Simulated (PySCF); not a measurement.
## Ionisation energy of Ni by level of theory

Ni [Ar] 3d8 4s2 (3F) → Ni⁺ [Ar] 3d9 (2D), as a difference of total energies. Computed with PySCF 2.14 in x2c-TZVPall, with the spin-free X2C one-electron Hamiltonian (Gaussian nucleus). Correlated levels: valence: [Ar] frozen. The calculations carry no spin-orbit coupling.

Problem. Order these methods by the ionisation energy they give, lowest first.
A. SCS-MP2 (valence)
B. B3LYP
C. MP2 (valence)
D. M06-2X

Solution. C (6.991 eV), A (7.220 eV), D (7.793 eV), B (8.062 eV).

The reference lies between the lowest fine-structure levels, while these numbers refer to the centres of the terms.

Errors of the correlated levels include the incompleteness of this basis and the frozen core.

MP2 underrates the near-degeneracy of ns² with np² in the lower species.

For comparison: 7.640 eV (measured; NIST Atomic Spectra Database, ionization energies).
